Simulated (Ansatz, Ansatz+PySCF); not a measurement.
```yaml
atoms:
  - { symbol: H, position_ang: [0.0000, 0.0000, -1.2719] }
  - { symbol: Br, position_ang: [0.0000, 0.0000, 0.0363] }
```

RHF on singlet HBr was run in several spherical basis sets with Ansatz (development build ahead of 0.2.0).

(1) Rank the basis sets by the total energy that they give, lowest first, with the distance from the lowest.
A. 6-31G(d)
B. def2-TZVP
C. cc-pVDZ
D. cc-pVTZ
E. def2-SVP

## Answers

(1) D (0.00 eV), B (1.29 eV), C (2.14 eV), E (9.89 eV), A (10.03 eV).

Totals follow the description of the cores as much as that of the bonds, so this order isn't one of quality for chemistry.
